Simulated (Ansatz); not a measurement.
Two-coordinate energy map

BNH4SO (SMILES NB(O)S), closed shell, PBE0-D4/def2-TZVP minimum:

```xyz
8
angstrom
N 0.6268 1.2117 0.2609
B 0.0471 -0.0406 0.0246
O 0.3182 -1.0591 0.8992
S -1.0207 -0.2274 -1.4671
H 0.4297 2.0304 -0.2830
H 1.2652 1.3553 1.0235
H -0.0235 -1.9112 0.6296
H -1.5506 -1.4164 -1.1436
```

Rows set the angle B2–N1–H6 (°; 121.3 at the minimum), columns the dihedral angle N1–B2–S4–H8 (°; -167.9), set in this order; the parts move rigidly, in a bend the first-named atom's side turns in the plane, and in a torsion the whole end group turns. CCSD(T) energies count from the value at that structure, in eV. Computed with Ansatz 0.2.0 (basis: def2-TZVPP); correlated methods freeze the cores.

| B2–N1–H6 \ N1–B2–S4–H8 | -152.5 | -107.5 | -62.5 | -17.5 | 27.5 | 72.5 | 117.5 | 162.5 |
| --- | --- | --- | --- | --- | --- | --- | --- | --- |
| 97.3 | 0.441 | 0.598 | 0.610 | 0.470 | 0.477 | 0.618 | 0.589 | 0.444 |
| 109.3 | 0.122 | 0.258 | 0.275 | 0.152 | 0.154 | 0.278 | 0.256 | 0.131 |
| 121.3 | 0.011 | 0.127 | 0.150 | 0.045 | ? | 0.148 | 0.132 | 0.026 |
| 133.3 | 0.109 | 0.208 | 0.236 | 0.152 | 0.141 | 0.229 | ? | 0.130 |
| 145.3 | 0.422 | 0.505 | 0.540 | 0.480 | 0.460 | 0.528 | 0.520 | 0.448 |

Problem. Fill in the withheld cells. (Judge from chemistry; the value comes from the calculation.)

Solution. By the calculation: (121.3, 27.5): 0.041; (133.3, 117.5): 0.218 eV. These count from the CCSD(T) energy at the PBE0-D4 minimum.

The same grid for a cheaper method: MP2 − CCSD(T), both counted from the minimum, in eV:
```tsv
B2–N1–H6 \ N1–B2–S4–H8	-152.5	-107.5	-62.5	-17.5	27.5	72.5	117.5	162.5
97.3	-0.007	-0.007	-0.006	-0.006	-0.006	-0.006	-0.006	-0.006
109.3	-0.002	-0.002	-0.001	-0.001	-0.001	-0.001	-0.002	-0.001
121.3	-0.001	-0.001	0.000	0.001	0.001	0.000	-0.001	0.000
133.3	-0.002	-0.003	-0.001	0.001	0.000	-0.002	-0.002	0.000
145.3	-0.006	-0.007	-0.006	-0.003	-0.004	-0.006	-0.007	-0.004
```

No T1 diagnostic of these runs exceeds 0.013.

For scale, one of the runs: CCSD(T)/def2-TZVPP, 191 basis functions (an equivalent command: `ansatz run in.yaml --threads 4`). Hardware: 4 CPU threads, shared host. Wall time 10 s; peak host memory 2.3 GiB.
